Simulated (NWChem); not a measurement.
System: PbHF, singlet; SMILES [F][PbH]

NWChem input:

```
start job
memory heap 200 mb stack 900 mb global 1100 mb
geometry units angstroms noautoz
  Pb     0.042504     0.194890     0.000000
  H     -1.806491     0.364247     0.000000
  F     -0.030875    -1.854235     0.000000
end
basis spherical
  * library def2-svpd
end
ecp
  Pb library def2-ecp
end
dft
  xc b3lyp
  iterations 150
end
tddft
  nroots 6
  notriplet
end
task tddft energy
```

Low-valent species are run as closed-shell singlets; no triplet was tried in these runs. Geometry: optimised at PBE0-D3(BJ)/def2-TZVP. B3LYP is NWChem's, with the RPA form of VWN correlation. def2 effective core potentials on Pb; no spin-orbit coupling.

Vertical excitations in the gas phase.

Give the results of this calculation. (B3LYP/def2-SVPD with def2 effective core potentials on Pb, full TDDFT.) Quantities: lowest excitation, singlet (eV); oscillator strength of that lowest state; orbital gap (eV).


| Property | Value |
|---|---|
| lowest excitation, singlet (eV) | 2.84 |
| oscillator strength of that lowest state | 0.007 |
| orbital gap (eV) | 3.83 |
